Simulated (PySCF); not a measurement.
C3H9FSi2, SMILES F[SiH2]C1([SiH3])CC1.

Geometry: ωB97X-D3(BJ)/def2-SVP. This is a generated structure with no PubChem entry under its InChIKey; it may be hypothetical. The values are those of a single conformer.

These are TDA-PBE/def2-SVPD run with PySCF values and carry that method's errors.

Vertical excitations. Gas-phase values at a fixed geometry.

| state | energy (eV) | λ (nm) | f | main pairs |
|---|---|---|---|---|
| S1 | 6.62 | 187 | 0.009 | HOMO→LUMO 85 %, HOMO−1→LUMO 14 % |
| S2 | 6.68 | 186 | 0.008 | HOMO−1→LUMO 86 %, HOMO→LUMO 13 % |
| S3 | 6.91 | 179 | 0.015 | HOMO−2→LUMO 96 % |
| S4 | 7.11 | 174 | 0.002 | HOMO→LUMO+1 92 % |
| S5 | 7.19 | 173 | 0.010 | HOMO−1→LUMO+1 95 % |
| S6 | 7.34 | 169 | 0.005 | HOMO−2→LUMO+1 95 % |
| T1 | 6.35 | 195 | 0 | HOMO→LUMO 98 % |
| T2 | 6.53 | 190 | 0 | HOMO−1→LUMO 97 % |
Triplets are in the Tamm–Dancoff approximation.
